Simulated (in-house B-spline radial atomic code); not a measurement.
RPA and G0W0 on CAM-B3LYP: Eu2+

Configuration [Xe] 4f7, highest spin, mean-field start CAM-B3LYP. Computed with a B-spline radial code for spherical atoms: all electrons, scalar-relativistic (spin-free one-electron X2C), finite nucleus, each spin shell either full or empty, empty states to l = 9 with an (l + 1/2)⁻⁴ tail; G0W0 by contour deformation at full frequency.

Without the two-electron picture change, the correlation of inner shells comes somewhat too large for so heavy an element.

Command:
```bash
python run_gw.py task.json out
```
Settings (radii: box in bohr, nucleus in fm):
```
Z                        63
electrons                61
configuration            [Xe] 4f7
hamiltonian              x2c
method                   camb3lyp
lmax                     9
rms_radius               5.1115
spin_polarised           True
box_radius               17.55
intervals                69
```

Cost of the run: 15 s on 1 thread of Arm Neoverse N1 (shared host).

Energies (hartree):

```csv
term,value
mean-field total,-10843.67403
Hartree-Fock functional on these orbitals,-10839.08035
direct second order,-5.936
second-order exchange,1.5754
SOSEX correction,1.4554
```

(1) What is the RPA correlation energy, and what remains with SOSEX?

Quasi-particle levels (eV):

```tsv
level	occupied	mean field	Σx - vxc	Σc	QP weight	G0W0
4f up	yes	-21.617	-6.80	?	?	?
5p down	yes	-38.89	-2.41	-0.87	0.941	-42.17
6s up	no	-12.484	2.17	-1.00	0.980	-11.314
```

G0W0 = mean field + (Σx - vxc) + Σc, with Σc (partial-wave tail included) taken at the quasi-particle energy. Only the outer levels were computed. Levels of low weight are left out.

(2) Where does G0W0 put 4f up?

Answers

(1) RPA gives -5.1198 hartree (-2.28 eV per electron); RPA + SOSEX gives -3.6644, and the second-order doubles -4.3606 hartree (no singles). RPA lacks exchange-type terms and so overcorrelates at short range.

(2) At -25.634 eV, with Σc = 2.79 eV and a quasi-particle weight of 0.890. The tabulated removal energy is 24.84 ± 0.03 eV (NIST, semi-empirical); the calculation leaves out spin-orbit coupling, Breit and QED terms, and what these don't explain is the method's own error.
